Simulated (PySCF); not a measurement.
**Dipole polarisabilities along the halogens**

Calculated with PySCF 2.14 for the ground configurations, without spin-orbit coupling: coupled response for Hartree-Fock and DFT. Mean α in bohr³, C₆ of like pairs in atomic units.

```json
{"species": "F [He] 2s2 2p5 (aug-cc-pCVTZ-DK with one added diffuse shell each of s, p, d, f type, spin-free X2C)", "α UHF": "3.301", "α PBE": "4.241", "α PBE0": "3.877", "α recommended (Schwerdtfeger and Nagle)": "3.74 ± 0.08", "C₆ UHF": "8.577", "C₆ PBE": "11.45", "C₆ PBE0": "10.33"}
{"species": "Cl [Ne] 3s2 3p5 (aug-cc-pCVTZ-DK with one added diffuse shell each of s, p, d, f type, spin-free X2C)", "α UHF": "14.25", "α PBE": "15.77", "α PBE0": "15.07", "α recommended (Schwerdtfeger and Nagle)": "14.6 ± 0.1", "C₆ UHF": "89.34", "C₆ PBE": "100.3", "C₆ PBE0": "95.14"}
{"species": "I [Kr] 4d10 5s2 5p5 (aug-cc-pwCVTZ-DK3 with one added diffuse shell each of s, p, d, f type, spin-free X2C)", "α UHF": "31.91", "α PBE": "34.57", "α PBE0": "33.16", "α recommended (Schwerdtfeger and Nagle)": "32.9 ± 1.3", "C₆ UHF": "346.0", "C₆ PBE": "377.8", "C₆ PBE0": "360.5"}
```

Hartree-Fock lacks correlation. PBE lies above the recommended values here, as self-interaction makes its density too diffuse. All values carry a basis error, and heavy open shells lack spin-orbit coupling.
